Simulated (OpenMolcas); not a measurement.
A calculation on Pt5+.

| Item | Value |
| --- | --- |
| Program | OpenMolcas |
| Method | SS-CASPT2, IPEA 0.25 Eh, imaginary shift 0.1 Eh (closed shells correlated: 5s 5p) |
| Basis | ANO-RCC-VTZP [8s7p5d3f1g] |
| Scalar Hamiltonian | DKH2, point nucleus |
| Active space | 5 electrons in 10 orbitals (5d 6d) |
| State averaging | 2S+1 = 6 even, 1 root; 2S+1 = 4 even, 24 roots; 2S+1 = 2 even, 70 roots |
| Spin-orbit coupling | state interaction with AMFI integrals over the reference wave functions, term energies averaged over their components |

(1) Which level of the active space comes out lowest?

(2) How high does 5d⁵ ⁴G_9/2 lie?

(3) How high does 5d⁵ ⁴D_1/2 [66 %] lie?

(4) How high does 5d⁵ ⁴G_11/2 [74 %] lie?

(5) The level at 36640 cm⁻¹ has J = 5/2. What is it made of, and what is its g factor?

## Answers

(1) 5d⁵ ⁶S_5/2, with 81 % of that term.

(2) 28650 cm⁻¹ above the lowest level.

(3) 39850 cm⁻¹ above the lowest level.

(4) 27430 cm⁻¹ above the lowest level.

(5) 28 % 5d⁵ ⁴D_5/2, 28 % 5d⁵ ²D(1), 16 % 5d⁵ ⁴P; g = 1.269, against 1.372 from Landé's formula for the pure leading term.

Term energies are means over components that CASPT2 splits; among the terms shown or strongly mixed into the levels shown the widest spread is 170 cm-1 (5d⁵ ⁴F). Active for correlation alone: 6d; no level in the range computed is led by a configuration that fills it, so any true level of that kind is missing. Levels of configurations outside the active space are missing.

A share in square brackets marks a mixed level and gives the weight of the term that names it. A number in round brackets counts repeated terms of one configuration in the order of the reference energies.
